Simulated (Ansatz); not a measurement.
`C[Si](O)(O)F` + HCl → `O[Si](O)(F)Cl` + CH₄  (ligand exchange at the Si–C bond)

Gas-phase electronic energies from Ansatz, PBE0-D4/def2-TZVP geometries. CCSD(T)/CBS is frozen-core, at the limit of the def2 triple- and quadruple-zeta sets. One conformer a species, not always the lowest.

```json
{"species": "`C[Si](O)(O)F`", "CCSD(T)/CBS(def2) energy (Eh)": "-580.47886"}
{"species": "HCl", "CCSD(T)/CBS(def2) energy (Eh)": "-460.38167"}
{"species": "`O[Si](O)(F)Cl`", "CCSD(T)/CBS(def2) energy (Eh)": "-1000.43793"}
{"species": "CH₄", "CCSD(T)/CBS(def2) energy (Eh)": "-40.45885"}
```

Task: Work out ΔE.

Result: ΔE = (-1000.43793) + (-40.45885) − (-580.47886) − (-460.38167) = -0.03625 Eh = -95.2 kJ/mol.

Largest T1 diagnostic among the species: 0.011.

In def2-TZVPP, CCSD(T) changes the Hartree–Fock value by +11.9 kJ/mol (the triples alone add +0.1 kJ/mol) and MP2 by +6.9 kJ/mol.
